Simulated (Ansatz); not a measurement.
Computed with Ansatz on PBE0-D4/def2-TZVP structures; ΔE is electronic, products minus reactants. CBS: MP2 limit from def2 TZ/QZ plus the TZ coupled-cluster correction, frozen cores. DFT in def2-TZVPP. B3LYP here is the variant with VWN-RPA as its local correlation; programs differ in this. For Ge outer-core shells are correlated without core-valence functions, which leaves a few kJ/mol of doubt a bond. Scalar relativity is left out up to krypton. One conformer a species, not always the lowest.

`CCO[SiH2]P` + `C[SiH2][GeH2][CH3]` → `C[SiH2][GeH2][PH2]` + `CCO[SiH2]C`  (redistribution)

```json
{"level": "PBE-D4", "ΔE (kJ/mol)": "-24.7"}
{"level": "r2SCAN-D4", "ΔE (kJ/mol)": "-26.6"}
{"level": "B3LYP-D4", "ΔE (kJ/mol)": "-28.2"}
{"level": "ωB97M-V", "ΔE (kJ/mol)": "-27.4"}
{"level": "B2PLYP", "ΔE (kJ/mol)": "-25.2"}
{"level": "MP2/def2-TZVPP", "ΔE (kJ/mol)": "-24.9"}
{"level": "HF/def2-QZVPP", "ΔE (kJ/mol)": "-27.0"}
{"level": "HF/CBS(def2)", "ΔE (kJ/mol)": "-27.1"}
```

Q: What does CCSD(T)/CBS give? (Estimate.)

A: Computed: -24.7 kJ/mol. The listed levels differ from it by 0.0, -1.9, -3.5, -2.7, -0.5, -0.2, -2.3, -2.4 kJ/mol.

Largest T1 diagnostic among the species: 0.012.
